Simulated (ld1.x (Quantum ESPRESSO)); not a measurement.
Bi (Z = 83): variants of one TM potential

Base potential:

bismuth, norm-conserving Troullier–Martins (Kleinman–Bylander form), made with ld1.x (Quantum ESPRESSO) 7.5 (PBE, scalar-relativistic). Core [Xe] 4f14, reference 5d10 6s2 6p3. Waves: 6p (bound): rc 2.50 bohr; 5d (bound): rc 1.35 bohr; 6s (bound): rc 2.00 bohr. Local part: the s channel. Core correction: Bessel-smoothed model core inside 0.70 bohr.

Cutoffs, loose and tight: the cutoffs (Ry, on a coarse ladder) from which the occupation-weighted sum of valence levels, in a spherical-Bessel basis at the reference potential, stays within 10 and 1 mRy of its value at 400 Ry. They do not see the model core or the augmentation charge, which bear on the density cutoff. Test errors are all-electron minus pseudo excitation energies from the reference, over the configurations 5d10 6s2 6p2; 5d10 6s2 6p1; 5d10 6s2 6p0; 5d10 6s1 6p3; 5d10 6s1 6p0; 5d10 6s1 6p4; 5d10 6s2 6p2.5. A dash means not determined; rows that change the core or the reference have their own tests.

On the changes marked as counting shells twice: ld1.x takes every shell without a wave as core, so the model core holds the marked electrons as well and exchange and correlation see them twice. This cancels in the reference configuration, but the file is broken for other ones, and its errors say nothing about a proper core correction.

| change | outcome | cutoff, loose | cutoff, tight | bound ghosts | largest test error (meV) |
| --- | --- | --- | --- | --- | --- |
| base | generated | 70 Ry | 100 Ry | none | -72 |
| core [Kr] 4d10 4f14 5s2, valence charge 21; reference 5p6 5d10 6s2 6p2.5; waves now 5p (bound): rc 1.65 bohr; 5d (bound): rc 1.85 bohr; 6s (bound): rc 1.55 bohr; core correction a·sin(br)/r model core inside 0.70 bohr (6p counted twice) | generated, misses its reference levels by 1.32 eV | 70 Ry | 140 Ry | none | +2627 |
| all radii but the core radius scaled by about 1.26 (s 2.52, p 3.16, d 1.70 bohr) | generated | 60 Ry | 90 Ry | none | -168 |
| wave 6s (bound): rc 2.00 bohr becomes 6s (bound): rc 2.56 bohr | generated | 70 Ry | 100 Ry | none | -48 |
| wave 5d (bound): rc 1.35 bohr becomes 5d (bound): rc 1.04 bohr | generated | 90 Ry | 200 Ry | none | -71 |
| core correction Bessel-smoothed model core inside 1.40 bohr | generated | 70 Ry | 100 Ry | none | -71 |
| wave 6p (bound): rc 2.50 bohr becomes 6p (bound): rc 3.10 bohr | generated | 70 Ry | 100 Ry | none | -167 |
| wave 6s (bound): rc 2.00 bohr becomes 6s (bound): rc 2.94 bohr | generated | 70 Ry | 100 Ry | none | -44 |

Question: What comes out with this change to the base: wave 6p (bound): rc 2.50 bohr becomes 6p (bound): rc 2.76 bohr?

Answer: outcome: generated; cutoff, loose: 70 Ry; cutoff, tight: 100 Ry; bound ghosts: none; largest test error (meV): -92.

Question: What comes out with this change to the base: fully relativistic?

Answer: outcome: generated; cutoff, loose: 70 Ry; cutoff, tight: 100 Ry; bound ghosts: none; largest test error (meV): -33.

Question: What comes out with this change to the base: all radii but the core radius scaled by about 1.42 (s 2.84, p 3.54, d 1.92 bohr)?

Answer: outcome: generated; cutoff, loose: 55 Ry; cutoff, tight: 90 Ry; bound ghosts: none; largest test error (meV): -275.
